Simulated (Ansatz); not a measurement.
HFSi, charge +1, doublet, geometry from GFN2-xTB (a state made from the parent by changing its charge; the spin is typed, not shown lowest); Ansatz (a quantum-chemistry and plane-wave program) with HF/def2-SVP.

Input for Ansatz:
Ansatz 0.2 input:
```yaml
crystal:
  periodic: [false, false, false]
  atoms:
    - {symbol: Si, position_ang: [-0.27091864, -0.35672587, 0.33708443]}
    - {symbol: H, position_ang: [-1.03666430, -1.36504615, -0.39612972]}
    - {symbol: F, position_ang: [0.53661392, 0.70657870, -0.48033915]}
basis:
  gaussian:
    orbitals: def2-SVP
hamiltonian:
  xc: hf
total_charge: 1
magnetization: {spin_polarized: true, initial_magnetization: 1}
accuracy: high
```

The log (banner, timings and long lists left out):

```
Functional definition: HF
638 factors; integrals over basis functions are off by at most 3.4e-9 eV
mean field evaluation 1: about -10563.4525 eV, gradient 4.4e1 eV
mean field evaluation 2: about -10563.5070 eV, gradient 4.3e1 eV
mean field evaluation 4: about -10570.4039 eV, gradient 2.3e0 eV
mean field evaluation 8: about -10570.5165 eV, gradient 3.0e-1 eV
mean field evaluation 16: about -10570.5191 eV, gradient 3.4e-6 eV
mean field evaluation 32: about -10570.4445 eV, gradient 7.2e-1 eV
mean field -10570.51910370 eV, -388.4594121057 hartree, gradient 9.7e-8 eV, S^2 0.760465; 1 other end points of the search recorded, 0 dependent functions left out
reference -10570.51910370 eV, -388.4594121057 hartree; 12, 11 occupied and 25, 26 virtual orbitals, 638 factors
Total energy: -10570.51910370 eV, -388.4594121057 hartree
```
